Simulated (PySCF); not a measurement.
ketene (C₂H₂O), singlet, geometry from GFN2-xTB. Base run: PBE0/6-31G* in PySCF.

Input for PySCF:
```python
from pyscf import gto, scf, dft

mol = gto.Mole()
mol.atom = '''
    C    -0.011482    0.021363   -1.191901
    C     0.000930   -0.001730    0.096497
    H     0.002496    0.948264   -1.730061
    H    -0.036141   -0.885664   -1.762560
    O     0.012120   -0.022550    1.258131
'''
mol.basis = '6-31g*'
mol.charge = 0
mol.spin = 0
mol.verbose = 4
mol.build()

mf = dft.RKS(mol)
mf.xc = 'pbe0'
mf.kernel()
mo_i, mo_e, stable_i, stable_e = mf.stability(internal=True, external=True, return_status=True, nroots=6, tol=1e-6)
print('internally stable:', stable_i, ' externally stable:', stable_e)
if not stable_e:
    umf = mf.to_uhf() if not hasattr(mf, 'xc') else mf.to_uks()
    umf.scf_summary = {}
    umf.kernel(umf.make_rdm1(mo_e, umf.mo_occ))
mf.analyze()
```

The bond that is stretched is that between atoms 4 and 1. A test that says stable can miss a lower solution.

Variants of this job, named by their change:

| change | ΔE vs base (mEh) | <S^2> | HOMO-LUMO gap (eV) | stability test says | outcome |
|---|---|---|---|---|---|
| base | 0.000 | 0.000 | 6.21 | stable | converged |
| bond × 1.25 | 28.225 | 0.000 | 5.77 | stable | converged |
| bond × 1.5 | 78.978 | 0.000 | 4.88 | stable | converged |
| bond × 1.8 | 135.8 | 0.000 | 3.64 | stable | converged |
| bond × 2.2 | 193.4 | 0.000 | 2.41 | external instability | converged |
| bond × 3.0 | - | - | - | - | not converged |

Where a bond breaks into two radicals, a solution with restricted orbitals usually stops being the lowest and lies too high; an unrestricted one lies lower at the price of spin contamination, which <S^2> shows.
